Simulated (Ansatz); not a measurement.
Steps of a relaxation of Cl$_{3}$NbO, SMILES `[O]=[Nb]([Cl])([Cl])[Cl]` with RKS PBE0-D4/def2-TZVP.

```sh
$ ansatz run in.yaml --threads 4 --pin off --events-out ev --progress --plain --max-ram 10444MiB
```

```yaml
crystal:
  periodic: [false, false, false]
  atoms:
    - {symbol: O, position_ang: [-0.833598, -0.135717, 1.546746]}
    - {symbol: Nb, position_ang: [-0.025550, -0.019889, 0.057278]}
    - {symbol: Cl, position_ang: [1.674992, -1.559281, 0.072280]}
    - {symbol: Cl, position_ang: [-1.551172, -0.476996, -1.593656]}
    - {symbol: Cl, position_ang: [0.785329, 2.118182, -0.124049]}
basis:
  gaussian: {orbitals: def2-TZVP}
hamiltonian: {xc: pbe0, dispersion: d4}
relax: {f_tol: 0.005, max_steps: 150}
```

Positions (Å) and forces (eV/Å) along the path, 4 of 4 steps:

```xyz
5
step=1 energy=-41160.3059 eV
O    -0.834   -0.136    1.547    0.652    0.093   -1.202
Nb   -0.026   -0.020    0.057   -0.485   -0.069    0.893
Cl    1.675   -1.559    0.072   -0.319    0.296   -0.016
Cl   -1.551   -0.477   -1.594    0.300    0.089    0.304
Cl    0.785    2.118   -0.124   -0.148   -0.409    0.021
5
step=2 energy=-41160.3330 eV
O    -0.825   -0.135    1.532    0.002    0.001   -0.004
Nb   -0.028   -0.020    0.061   -0.089   -0.014    0.165
Cl    1.652   -1.535    0.066    0.155   -0.141    0.003
Cl   -1.525   -0.470   -1.574   -0.140   -0.042   -0.149
Cl    0.776    2.086   -0.127    0.073    0.195   -0.015
5
step=3 energy=-41160.3363 eV
O    -0.826   -0.135    1.533    0.029    0.003   -0.053
Nb   -0.028   -0.020    0.062   -0.032   -0.003    0.058
Cl    1.658   -1.542    0.068    0.009   -0.010    0.003
Cl   -1.532   -0.472   -1.579   -0.011   -0.003   -0.008
Cl    0.778    2.095   -0.126    0.004    0.013    0.001
5
step=4 energy=-41160.3364 eV
O    -0.825   -0.135    1.531    0.001    0.000   -0.002
Nb   -0.028   -0.020    0.062    0.000    0.000    0.001
Cl    1.659   -1.543    0.070    0.000    0.000    0.000
Cl   -1.534   -0.472   -1.579    0.000    0.000    0.000
Cl    0.778    2.096   -0.125    0.000    0.000    0.000
```

Run time 14 s (4 threads of an Arm Neoverse V2 on a shared host); peak host memory 0.56 GiB.
